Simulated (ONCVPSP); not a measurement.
Configuration tests for tantalum (ONCV)

Ta, optimised norm-conserving Vanderbilt (ONCV), made with ONCVPSP 4.0.1 (PBE, non-relativistic). Core [Kr] 4d10 4f14, reference 5s2 5p6 5d3 6s1.75 (charge +0.25). Waves: 5s+6s: rc 1.75 bohr, ncon 4, nbas 8, qcut 6.7 1/bohr, 2 projectors; 5p: rc 1.95 bohr, ncon 4, nbas 8, qcut 6 1/bohr, 3 projectors, debl 2.2 Ha; 5d: rc 1.70 bohr, ncon 4, nbas 8, qcut 6.7 1/bohr, 1 projector. Local part: polynomial inside 1.45 bohr (lpopt 5, dvloc0 6 Ha). Core correction: Teter function fitted to the true core (icmod 2), fcfact 0.3.

Energies are relative to the spin-unpolarised reference configuration 5s2 5p6 5d3 6s1.75; without spin polarisation the order of configurations can differ from experiment.

```tsv
valence configuration	charge	ΔE all-electron (eV)	error AE − PS (meV)
5s2 5p6 5d3 6s1	+1	6.072	+0.5
5s2 5p6 5d3 6s0	+2	19.461	+6.0
5s2 5p6 5d2 6s0	+3	43.801	+8.9
```

Q: What are ΔE and the potential's error for 5s2 5p6 5d3 6s2?

A: ΔE = -1.318 eV all-electron; the error (AE − PS) is 0.0 meV.
